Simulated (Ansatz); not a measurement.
The lowest singlet and triplet of C2HN (SMILES [CH]C#N); geometries from B3LYP-D3(BJ)/def2-TZVP, each state relaxed from the structure named, with no frequency check, low spin by broken symmetry.
Singlet (charge 0, multiplicity 1):
```xyz
4

C     -1.17923     0.21017     0.29132
C      0.08480    -0.01922    -0.01818
N      1.21475    -0.12585    -0.36112
H     -1.93668    -0.26471     0.88901
```

A positive gap puts the triplet lower; no zero-point energy. R- takes a restricted singlet, here one determinant of a half-filled degenerate or near-degenerate pair, which mixes singlet states. U- takes an unrestricted singlet (broken symmetry where lower, unprojected). The triplet is unrestricted in single-reference levels.

Run with Ansatz (Gaussian basis) for Hartree–Fock, density functionals and correlated methods. Each number belongs to the level named beside it.

**Question.** One of these levels gives 0.305 eV for the gap E(singlet) − E(triplet), vertical, at the singlet's geometry. Which one is it?
A. R-wB97X-V/def2-TZVPP
B. R-HF/cc-pVQZ
C. U-PBE/def2-TZVPP (spin-contaminated)
D. R-wB97M-V/def2-TZVPP

**Answer.** C, U-PBE/def2-TZVPP (spin-contaminated). The others give 1.965 (R-HF/cc-pVQZ), 0.805 (R-wB97X-V/def2-TZVPP), 0.745 (R-wB97M-V/def2-TZVPP)

Doubts at one or more of the structures used: a restricted determinant that unrestricted orbitals would lower (R-HF/cc-pVQZ, R-wB97X-V/def2-TZVPP, R-wB97M-V/def2-TZVPP); a spin-contaminated determinant (R-HF/cc-pVQZ).

Ansatz is a quantum-chemistry and plane-wave program.
